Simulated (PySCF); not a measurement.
# Exercise with solution: dipole moment from atomic charges

GeHF3, SMILES [F][GeH]([F])[F]. Atoms are numbered in the order given.

```xyz
5

Ge     0.0000     0.0000     0.2679
F     -1.3791    -0.7962    -0.3836
F      0.0000     1.5924    -0.3836
F      1.3791    -0.7962    -0.3836
H      0.0000     0.0000     1.7862
```

Geometry optimised at TPSSh-D3(BJ)/def2-SVP.

Charges (e) from HF/def2-TZVPD in PySCF:

| atom | IAO | ESP fit |
|---|---|---|
| Ge1 | 1.856 | 1.122 |
| F2 | -0.574 | -0.353 |
| F3 | -0.574 | -0.354 |
| F4 | -0.574 | -0.353 |
| H5 | -0.134 | -0.062 |

The dipole moment of the full density is 2.74 D.

### Question
What dipole moment does each set of point charges give, and which comes closer to that of the density?

### Answer

μ = Σ q r, and 1 e Å = 4.8032 D.
IAO: Σ q r = (0.000, 0.000, 0.918) e Å, |μ| = 4.41 D.
ESP fit: Σ q r = (0.000, -0.002, 0.596) e Å, |μ| = 2.86 D.
ESP fit comes closer in size. Point charges leave out the atoms' own dipoles (lone pairs, polarised bonds); fits to the potential absorb them, partitions of the density don't.
